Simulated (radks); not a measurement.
Q: These are the eigenvalues of the occupied orbitals of an atom or ion with whole-number occupations (hartree). Calculated with a radial shooting solver on a logarithmic mesh with Libxc functionals: Dirac Kohn-Sham, PBE, spin-unpolarised, spherical densities, point nucleus.

1s1/2: -438.5646
2s1/2: -84.24962
2p1/2: -79.07395
2p3/2: -77.85347

Which element is it, and in what charge state? The configuration may be excited. Open shells, if any, fill j = l - 1/2 first.

A: Z = 32, germanium, charge +22: Ge22+ in [Ne]. The list shows which subshells hold electrons but not how many an open one holds; the 1s level, -438.56 hartree, gives Z - s = 29.6 by -(Z - s)^2/2, which with screening and relativity narrows Z to a few neighbours, and the depths of the outer levels then fix element, charge and occupations together.
